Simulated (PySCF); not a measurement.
## Correlation energy of P (phosphorus, neutral)

[Ne] 3s1 3p4, high-spin 4P determinant (an excited configuration). All numbers are calculated (PySCF 2.14, no relativity, point nucleus, in dyall-av3z (19s12p3d2f, 84 functions)). Frozen: [Ne]; 5 electrons correlated; the 26 highest virtual orbitals of each spin left out.

MP2 pair energies summed by pair of shells (mhartree):

```csv
pair,energy,share (%)
3p-3p,-69.10,86.5
3s-3p,-10.78,13.5
```

Total MP2 correlation energy: -79.88 mhartree.

Same-spin part -23.29 and opposite-spin part -56.59 mhartree; SCS-MP2 scales them by 1/3 and 6/5 to -75.68 mhartree.
